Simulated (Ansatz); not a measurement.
One change: `[O]1[GeH2][GeH2]1` becomes `[GeH2]1[GeH2][Se]1`.

Ansatz, PBE0-D4/def2-TZVP geometries, multiplicity 1. 

Scalar relativity is left out up to krypton.

```
                                          property  `[O]1[GeH2][GeH2]1`
             HOMO–LUMO gap (B3LYP/def2-TZVPP) / eV                 5.27
                HOMO energy (PBE0/def2-TZVPP) / eV                -6.90
size of the dipole moment (ωB97M-V/def2-TZVPP) / D                 2.09
                LUMO energy (PBE0/def2-TZVPP) / eV                -1.17
              HOMO–LUMO gap (PBE0/def2-TZVPP) / eV                 5.73
               LUMO energy (B3LYP/def2-TZVPP) / eV                -1.45
```

Question: What does the change do to each property? (Estimate.)

Answer: Computed: 
```json
{"property": "HOMO–LUMO gap (B3LYP/def2-TZVPP) / eV", "`[GeH2]1[GeH2][Se]1`": "5.57", "shift": "0.30"}
{"property": "HOMO energy (PBE0/def2-TZVPP) / eV", "`[GeH2]1[GeH2][Se]1`": "-6.74", "shift": "0.16"}
{"property": "size of the dipole moment (ωB97M-V/def2-TZVPP) / D", "`[GeH2]1[GeH2][Se]1`": "2.07", "shift": "-0.02"}
{"property": "LUMO energy (PBE0/def2-TZVPP) / eV", "`[GeH2]1[GeH2][Se]1`": "-0.61", "shift": "0.56"}
{"property": "HOMO–LUMO gap (PBE0/def2-TZVPP) / eV", "`[GeH2]1[GeH2][Se]1`": "6.14", "shift": "0.41"}
{"property": "LUMO energy (B3LYP/def2-TZVPP) / eV", "`[GeH2]1[GeH2][Se]1`": "-0.92", "shift": "0.53"}
```

With PBE0 the HOMO rises by 0.16 eV and the LUMO rises by 0.56 eV, so the gap widens by about 0.40 eV. PBE moves the HOMO by 0.22 eV and ωB97M-V by 0.10 eV. Dipoles are sizes alone; their direction can turn.

B3LYP here is the variant with VWN-RPA as its local correlation; programs differ in this.

Spin–orbit coupling is left out; it splits and shifts lone-pair levels of the heavy atoms by tenths of an eV.
